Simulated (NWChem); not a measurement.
System: NH3SeO; SMILES N[Se]O

NWChem input:

```
start job
memory heap 200 mb stack 900 mb global 1100 mb
geometry units angstroms noautoz
  Se     0.412492    -0.008641    -0.033713
  O     -0.642974    -1.524300    -0.107764
  H     -0.800733    -1.779818     0.817239
  N     -0.742401     1.413436     0.008357
  H     -1.314000     1.461393     0.846885
  H     -1.314702     1.490786    -0.827754
end
basis spherical
  * library def2-tzvp
end
dft
  xc xperdew91 perdew91
  iterations 150
  mulliken
end
task dft energy
```

Coordinates come from a B3LYP/6-31G* (spherical d) optimisation.

Q: What results follow from this input? (PW91/def2-TZVP.) Quantities: energy (Ha); highest occupied level (eV); orbital gap (eV); dipole (D).

A: 
```
Property                       Result
---------------------------  --------
energy (Ha)                  -2533.48
highest occupied level (eV)     -5.35
orbital gap (eV)                 3.72
dipole (D)                       2.07
```
